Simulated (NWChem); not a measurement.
The numbers come from NWChem runs, not from measurements. System: C₂H₄F, charge 0, spin multiplicity 2, at a geometry optimised with UB3LYP/def2-SVP. The structure started from a generated list of species. Its SCF solution wasn't tested for a lower state. Level: UMP2/def2-TZVP, 3 core orbitals frozen.

Part of the output:

```
             Northwest Computational Chemistry Package (NWChem) 7.3.0
             --------------------------------------------------------

                                NWChem Input Module
                                -------------------

 Scaling coordinates for geometry "geometry" by  1.889725989
 (inverse scale =  0.529177249)

                             Geometry "geometry" -> ""
                             -------------------------

 Output coordinates in angstroms (scale by  1.889725989 to convert to a.u.)

  No.       Tag          Charge          X              Y              Z
 ---- ---------------- ---------- -------------- -------------- --------------
    1 C                    6.0000    -1.15636300     0.17152500    -0.29948600
    2 C                    6.0000     0.30698200     0.38021500    -0.20816200
    3 F                    9.0000     0.99693900    -0.55814500     0.46498700
    4 H                    1.0000    -1.60791600     0.92697700    -0.96035600
    5 H                    1.0000    -1.65587800     0.24597300     0.68959900
    6 H                    1.0000    -1.38954000    -0.82964500    -0.70118000
    7 H                    1.0000     0.77716300     1.36955900    -0.16705800

 Effective nuclear repulsion energy (a.u.)      72.0904298344

            Nuclear Dipole moment (a.u.)
            ----------------------------
        X                 Y               Z
 ---------------- ---------------- ----------------
    -0.0000113384    -0.0000018897    -0.0000000000


 Summary of "ao basis" -> "" (spherical)
 ------------------------------------------------------------------------------
       Tag                 Description            Shells   Functions and Types
 ---------------- ------------------------------  ------  ---------------------
 *                         def2-tzvp                  on all atoms

 Summary of "ao basis" -> "ao basis" (spherical)
 ------------------------------------------------------------------------------
       Tag                 Description            Shells   Functions and Types
 ---------------- ------------------------------  ------  ---------------------
 C                         def2-tzvp                11       31   5s3p2d1f
 F                         def2-tzvp                11       31   5s3p2d1f
 H                         def2-tzvp                 4        6   3s1p

                                 NWChem SCF Module
                                 -----------------

  ao basis        = "ao basis"
  functions       =   117
  atoms           =     7
  alpha electrons =    13
  beta  electrons =    12
  charge          =   0.00
  wavefunction    = UHF
  use symmetry    = F
  symmetry adapt  = F

 Summary of "ao basis" -> "ao basis" (spherical)
 ------------------------------------------------------------------------------
       Tag                 Description            Shells   Functions and Types
 ---------------- ------------------------------  ------  ---------------------
 C                         def2-tzvp                11       31   5s3p2d1f
 F                         def2-tzvp                11       31   5s3p2d1f
 H                         def2-tzvp                 4        6   3s1p

 Forming initial guess at       0.0s

 Starting SCF solution at       0.0s

 ----------------------------------------------
         Quadratically convergent UHF

 Convergence threshold     :          1.000E-07
 Maximum no. of iterations :          100
 Integral*density screening:          1.000E-09
 ----------------------------------------------

              iter       energy          gnorm     gmax       time
             ----- ------------------- --------- --------- --------
                 1     -177.5071578158  5.46D-01  1.20D-01      1.4
                 2     -177.5236470757  9.76D-02  1.28D-02      1.6
                 3     -177.5252747333  6.50D-03  1.25D-03      2.4
                 4     -177.5252886927  3.26D-05  7.51D-06      4.0
                 5     -177.5252886931  7.02D-09  1.48D-09      6.0

       Final UHF  results
       ------------------

         Total SCF energy =   -177.525288693079
      One electron energy =   -386.820052670197
[...]
 -----------   ------   -------------------------------------------------------
    1 C    6     6.28   0.85  1.12  0.47  0.68  0.04  1.25  1.41  0.36  0.02  0.05  0.00
    2 C    6     5.89   0.85  1.12  0.50  0.62  0.13  1.15  1.17  0.19  0.03  0.10  0.02
    3 F    9     9.28   0.77  1.20  0.59  1.01  0.35  2.24  2.27  0.84  0.00  0.02  0.00
    4 H    1     0.89   0.26  0.49  0.11  0.02
    5 H    1     0.89   0.26  0.49  0.12  0.02
    6 H    1     0.88   0.26  0.49  0.11  0.02
    7 H    1     0.89   0.26  0.49  0.11  0.02

  Mulliken analysis of the alpha density
  --------------------------------------

    Atom       Charge   Shell Charges
 -----------   ------   -------------------------------------------------------
    1 C    6     3.07   0.43  0.56  0.23  0.33  0.02  0.61  0.67  0.17  0.01  0.03  0.00
    2 C    6     3.49   0.43  0.56  0.27  0.35  0.08  0.77  0.81  0.15  0.02  0.05  0.01
    3 F    9     4.65   0.39  0.60  0.30  0.51  0.17  1.14  1.14  0.40  0.00  0.01  0.00
    4 H    1     0.45   0.13  0.25  0.06  0.01
    5 H    1     0.48   0.14  0.26  0.07  0.01
    6 H    1     0.45   0.13  0.25  0.06  0.01
    7 H    1     0.41   0.12  0.22  0.05  0.01

   Mulliken analysis of the beta density
   -------------------------------------

    Atom       Charge   Shell Charges
 -----------   ------   -------------------------------------------------------
    1 C    6     3.21   0.43  0.56  0.24  0.35  0.02  0.64  0.74  0.19  0.01  0.02  0.00
    2 C    6     2.40   0.43  0.56  0.22  0.27  0.05  0.39  0.36  0.04  0.02  0.05  0.01
    3 F    9     4.64   0.39  0.60  0.30  0.50  0.17  1.10  1.13  0.44  0.00  0.01  0.00
    4 H    1     0.44   0.13  0.24  0.06  0.01
    5 H    1     0.41   0.12  0.23  0.05  0.01
    6 H    1     0.43   0.13  0.24  0.05  0.01
    7 H    1     0.48   0.14  0.27  0.07  0.01

   Mulliken analysis of the spin density
   -------------------------------------

    Atom       Charge   Shell Charges
 -----------   ------   -------------------------------------------------------
    1 C    6    -0.14  -0.00  0.00 -0.01 -0.02 -0.00 -0.03 -0.07 -0.03  0.00  0.02  0.00
    2 C    6     1.10   0.00 -0.00  0.05  0.07  0.03  0.38  0.44  0.12 -0.00  0.00 -0.00
    3 F    9     0.01   0.00 -0.00  0.00  0.00 -0.00  0.04  0.01 -0.04  0.00  0.00  0.00
    4 H    1     0.01   0.00  0.00  0.00 -0.00
    5 H    1     0.07   0.02  0.04  0.02 -0.00
    6 H    1     0.03   0.01  0.02  0.00 -0.00
    7 H    1    -0.07  -0.01 -0.04 -0.02  0.00

       Multipole analysis of the density wrt the origin
       ------------------------------------------------

     L   x y z        total         alpha         beta         nuclear
     -   - - -        -----         -----         ----         -------
     0   0 0 0     -0.000000    -13.000000    -12.000000     25.000000

     1   1 0 0     -0.502518     -0.531647      0.029141     -0.000011
     1   0 1 0      0.487277     -0.020615      0.507893     -0.000002
     1   0 0 1     -0.197932      0.232622     -0.430554     -0.000000

     2   2 0 0    -13.928097    -53.231115    -51.386288     90.689306
     2   1 1 0      0.888235      9.595418      9.784829    -18.492012
     2   1 0 1     -0.168984    -12.271843    -13.299245     25.402104
     2   0 2 0    -13.096694    -20.176139    -19.101564     26.181008
     2   0 1 1      0.233823      6.417827      6.266640    -12.450644
     2   0 0 2    -14.013272    -16.521707    -14.137896     16.646331

                   NWChem MP2 Semi-direct Energy/Gradient Module
                   ---------------------------------------------

  Basis functions       =    117
  Molecular orbitals    =    117
  Frozen core           =      3
  Frozen virtuals       =      0
  Active alpha occupied =     10
  Active beta occupied  =      9
  Active alpha virtual  =    104
  Active beta virtual   =    105
  Use MO symmetry       = F
  Use skeleton AO sym   = F

  AO/Fock/Back tols     =   1.0D-09  1.0D-09  1.0D-09

 GA uses MA = F    GA memory limited = T

 Available:
  local mem=  1.26D+08
 global mem=  1.44D+08
 local disk=  0.00D+00
  mp2_memr nvloc                   104
  nvloc new                   104
   1 passes of  10:        5242880                      79904                  24223861.
   1 passes of  10: M    126151980           G      144151822           F     120909100.

 Semi-direct pass number   1 of   1  for UHF alpha       at        6.1s
  vrange nnbf                  6844
  mp2_eaftype                    92  avail_ma_in_mb                  1099
 EAF : mp2_eaftype filesize          92   12111930.
  mp2_eaf for mointskh                     92
Node 0 wrote     56.9 Mb in      0.0 s     Agg I/O rate:  1176.4 Mb/s
 Done moints_semi at        8.6s
  mp2_eaftype                    92  avail_ma_in_mb                  1007
 EAF : mp2_eaftype filesize          92   12111930.
  mp2_eaf for kh                    92
 Done maket at        8.8s
 Done multipass loop at        8.8s

 GA uses MA = F    GA memory limited = T

 Available:
  local mem=  1.26D+08
 global mem=  1.44D+08
 local disk=  0.00D+00
  mp2_memr nvloc                   105
  nvloc new                   105
   1 passes of   9:        5242880                      75156                  22013249.
   1 passes of   9: M    126151980           G      144151822           F     120909100.

 Semi-direct pass number   1 of   1  for UHF beta        at        8.8s
  vrange nnbf                  6844
  mp2_eaftype                    83  avail_ma_in_mb                  1099
 EAF : mp2_eaftype filesize          83   11006624.
  mp2_eaf for mointskh                     83
Node 0 wrote     51.7 Mb in      0.0 s     Agg I/O rate:  1120.6 Mb/s
 Done moints_semi at       11.2s
  mp2_eaftype                    83  avail_ma_in_mb                  1016
 EAF : mp2_eaftype filesize          83   11006624.
  mp2_eaf for kh                    83
 Done maket at       11.4s
 Done multipass loop at       11.4s

          -------------------------------------------
          SCF energy                -177.525288693079
          Correlation energy          -0.556861994460
          Singlet pairs                0.000000000000
          Triplet pairs                0.000000000000
          Total MP2 energy          -178.082150687539
          -------------------------------------------

          ---------------------------------------------------
                    Spin Component Scaled (SCS) MP2
          Same spin pairs                     -0.134642271248
          Same spin scaling factor             0.333333333333
          Opposite spin pairs                 -0.422219723212
          Opposite spin scaling fact.          1.200000000000
          SCS-MP2 correlation energy          -0.551544424937
          Total SCS-MP2 energy              -178.076833118016
          ---------------------------------------------------

 -----------------------
 Performance information
 -----------------------

 Timer overhead =  9.60D-08 seconds/call

               Nr. of calls         CPU time (s)                 Wall time (s)                GFlops
             ---------------    -------------------     ------------------------------   -------------------
Name         Min   Avg   Max    Min     Avg     Max     Min     Avg     Max   Mx/calls   Min     Max     Sum
mp2: moin     2     2     2    5.0     5.0     5.0      5.0     5.0     5.0     2.5      0.0     0.0     0.0
mp2: make     2     2     2   0.32    0.32    0.32     0.32    0.32    0.32    0.16      0.0     0.0     0.0
mp2: tota     1     1     1    5.4     5.4     5.4      5.4     5.4     5.4     5.4      0.0     0.0     0.0

 The average no. of pstat calls per process was 5.00D+00
 with a timing overhead of 4.80D-07s

 Task  times  cpu:       11.4s     wall:       11.4s

 Total times  cpu:       11.4s     wall:       11.4s
```

Task: Write an NWChem input that would produce this output.

Result: One answer among several that fit: 
```
start mol
memory heap 200 mb stack 900 mb global 1100 mb
geometry units angstroms nocenter noautoz noautosym
  C     -1.156363     0.171525    -0.299486
  C      0.306982     0.380215    -0.208162
  F      0.996939    -0.558145     0.464987
  H     -1.607916     0.926977    -0.960356
  H     -1.655878     0.245973     0.689599
  H     -1.389540    -0.829645    -0.701180
  H      0.777163     1.369559    -0.167058
end
basis spherical
  * library def2-tzvp
end
scf
  uhf
  nopen 1
  maxiter 100
  thresh 1e-7
  semidirect memsize 60000000 filesize 0
  # guess.movecs holds the orbitals of an unrestricted PBE0 run
  vectors input guess.movecs output mol.movecs
end
mp2
  freeze core 3
end
task mp2 energy
```
